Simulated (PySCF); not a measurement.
Precursor series Ti F-OH. Gas-phase values, no solvent. One relaxed conformer stands for each flexible species; it need not be the lowest.

Quantity: redistribution energy (mixed species minus the weighted end members), in eV.

Level 1: PBE-D3(BJ)/def2-TZVP // BP86-D3(BJ)/def2-SVP (PySCF)
Level 2: TPSSh-D3(BJ)/def2-TZVP // BP86-D3(BJ)/def2-SVP (PySCF)
Level 3: B3LYP/6-31G* (LANL2DZ on Ti) // BP86-D3(BJ)/def2-SVP (PySCF)
Level 4: PBE/6-31G* (LANL2DZ on Ti) // BP86-D3(BJ)/def2-SVP (PySCF)

```json
[
 {"species": "2 of 4 F replaced by OH: [Ti(F)2(OH)2]", "level 1": "-0.033", "level 2": "-0.059", "level 3": "0.005", "level 4": "0.044"},
 {"species": "1 of 4 F replaced by OH: [Ti(F)3(OH)]", "level 1": "-0.033", "level 2": "-0.054", "level 3": "-0.008", "level 4": "0.021"},
 {"species": "3 of 4 F replaced by OH: [Ti(F)(OH)3]", "level 1": "-0.067", "level 2": "-0.077", "level 3": "-0.064", "level 4": "-0.045"}
]
```
